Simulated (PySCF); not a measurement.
# Correlation energy of P²⁺ (phosphorus, charge +2)

[Ne] 3s1 3p2, high-spin 4P determinant (an excited configuration). Calculation: PySCF 2.14, in def2-TZVPPD; no relativity, point nucleus. Frozen: [Ne]; 3 electrons correlated.

MP2 pair energies summed by pair of shells (mhartree):

| pair | energy | share (%) |
| --- | --- | --- |
| 3p-3p | -6.85 | 64.2 |
| 3s-3p | -3.83 | 35.8 |

Total MP2 correlation energy: -10.68 mhartree.

Same-spin part -10.68 and opposite-spin part 0.00 mhartree; SCS-MP2 scales them by 1/3 and 6/5 to -3.56 mhartree.
